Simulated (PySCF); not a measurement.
This PySCF input asks for the NMR shieldings of `C1CC=C(CC)P1`, C$_{6}$H$_{11}$P; the geometry comes from GFN2-xTB.

```python
import basis_set_exchange as bse
import numpy as np
from pyscf import gto, dft
from pyscf.prop import nmr

atoms = """
C     2.576395    0.289067    0.325235
C     1.615030   -0.869303    0.072145
C     0.203141   -0.385298    0.003434
C    -0.648335   -0.555323   -1.001838
C    -2.009871    0.049870   -0.853881
C    -2.209433    0.346772    0.635432
P    -0.525825    0.554791    1.408905
H     2.514745    1.017698   -0.480601
H     2.317826    0.785434    1.260248
H     3.600924   -0.069298    0.392086
H     1.874327   -1.379443   -0.858793
H     1.703765   -1.589362    0.891045
H    -0.397334   -1.077156   -1.914250
H    -2.788298   -0.615433   -1.232973
H    -2.052539    0.974053   -1.440616
H    -2.834436    1.221401    0.818747
H    -2.683266   -0.507329    1.129270
H    -0.265575    1.815178    0.834748
"""
names = dict.fromkeys(["C", "P", "H"], "pcSseg-1")
basis = {el: gto.basis.parse(bse.get_basis(n, elements=[el], fmt="nwchem")) for el, n in names.items()}
mol = gto.M(atom=atoms, basis=basis, charge=0, verbose=0)
mf = dft.RKS(mol, xc="PBE0")
mf.grids.level = 2
mf.grids.alignment = dft.numint.BLKSIZE   # the property module wants whole blocks of grid points
mf.conv_tol = 1e-9
mf.kernel()

calc = nmr.RKS(mf)   # GIAO
C = mf.mo_coeff
Co = C[:, mf.mo_occ > 0]
resp = mf.gen_response(singlet=True, hermi=2)
def vind(x):   # induced exchange potential for any number of trial vectors
    d = np.einsum("pi,xij,qj->xpq", C, 2 * x.reshape(-1, C.shape[1], Co.shape[1]), Co, optimize=True)
    return np.einsum("xpq,pi,qj->xij", resp(d - d.transpose(0, 2, 1)), C, Co, optimize=True).ravel()
mo1, _ = nmr.rhf.solve_mo1(calc, with_cphf=vind)
sigma = calc.kernel(mo1)
for i, s in enumerate(sigma):   # ppm
    print("%2d %-2s %9.2f" % (i, mol.atom_pure_symbol(i), np.trace(s) / 3))
```

Q: What does it print?

A: 
```
 0 C     169.92
 1 C     154.53
 2 C      34.06
 3 C      44.55
 4 C     145.96
 5 C     162.17
 6 P     404.91
 7 H      30.92
 8 H      30.47
 9 H      30.50
10 H      29.20
11 H      29.25
12 H      25.46
13 H      28.97
14 H      29.01
15 H      29.76
16 H      29.84
17 H      27.78
```

These numbers come from an equivalent density-fitted implementation of the same equations, which agrees with the script to about 0.01 ppm for H and up to a few tenths of a ppm for heavy atoms, so last digits may differ.

Size and cost of the density-fitted run: 181 basis functions, 23 s wall time on 1 thread of an Arm Neoverse V2, shared host; peak memory 0.82 GiB.
